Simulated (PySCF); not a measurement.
r2SCAN on Ni⁻ (nickel, charge -1), [Ar] 3d9 4s2, 2D determinant. All numbers are calculated (PySCF 2.14, no relativity, point nucleus, in aug-cc-pVDZ).

```
cycle= 1 E= -1508.25611252898  delta_E= 0.033  |g|= 0.549  |ddm|= 0.725
cycle= 2 E= -1507.83206984191  delta_E= 0.424  |g|=  1.5  |ddm|= 1.04
cycle= 3 E= -1508.31861983029  delta_E= -0.487  |g|= 0.0817  |ddm|= 0.753
cycle= 4 E= -1508.32023500245  delta_E= -0.00162  |g|= 0.0557  |ddm|= 0.145
cycle= 5 E= -1508.32121485786  delta_E= -0.00098  |g|= 0.0023  |ddm|= 0.0459
cycle= 6 E= -1508.3212163943  delta_E= -1.54e-06  |g|= 0.000249  |ddm|= 0.00634
cycle= 7 E= -1508.32121659337  delta_E= -1.99e-07  |g|= 9.65e-05  |ddm|= 0.00417
cycle= 8 E= -1508.32121664234  delta_E= -4.9e-08  |g|= 2.68e-05  |ddm|= 0.00193
cycle= 9 E= -1508.32121665837  delta_E= -1.6e-08  |g|= 5.45e-06  |ddm|= 0.00178
cycle= 10 E= -1508.32121665877  delta_E= -3.97e-10  |g|= 2.38e-06  |ddm|= 0.000328
converged SCF energy = -1508.32121665877  <S^2> = 0.75961851  2S+1 = 2.0095955
```

Highest occupied orbital energy: 2.433 eV; ⟨L²⟩ = 6.04; populations by l: s 8.00, p 12.00, d 9.00, f 0.00.

**Question.** Can this result be used?

**Answer.** With care. Self-consistency was reached. At r2SCAN the highest occupied level has a positive energy, so only the finite basis holds that electron; in a semilocal or global hybrid functional this comes from self-interaction and does not mean that the real anion is unbound.
